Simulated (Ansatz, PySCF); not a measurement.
Sb(Cl)2(OMe) (CH3Cl2OSb), SMILES C[O][Sb]([Cl])[Cl].

Geometry: B3LYP-D3(BJ)/def2-SVP. The def2 effective core potentials stand for the cores of Sb; spin–orbit coupling is left out. The values are those of a single conformer.

Vertical ionisation energy (IE) and electron affinity (EA) in eV. Rows of orbital energies are one-electron estimates. Where ΔSCF, EOM or ADC give a negative EA the extra electron is unbound and the value depends on the basis.

| level | IE | EA |
|---|---|---|
| −ε(HOMO), −ε(LUMO), B3LYP/def2-TZVP (PySCF) | ? | ? |
| −ε(HOMO), −ε(LUMO), PBE/def2-TZVP (PySCF) | 6.95 | 2.60 |
| ΔSCF, PBE0/def2-SVPD (Ansatz), final states of multiplicity 2 and 2 | 10.47 | 0.37 |
| ΔSCF, PBE/def2-SVPD (Ansatz), final states of multiplicity 2 and 2 | 9.99 | 0.33 |

Question: What belongs in the gaps? (The exact figures need the calculation; the answer reports its results.)

Answer: 
- −ε(HOMO), −ε(LUMO), B3LYP/def2-TZVP (PySCF), IE: 8.24
- −ε(HOMO), −ε(LUMO), B3LYP/def2-TZVP (PySCF), EA: 2.07

Question: What vertical singlet–triplet gap does ΔSCF give with PBE0/def2-SVPD (Ansatz, a quantum-chemistry and plane-wave program) and with PBE/def2-SVPD (Ansatz)? (The exact figures need the calculation; the answer reports its results.)

Answer: 4.64 and 4.44 eV (triplet above singlet where positive).
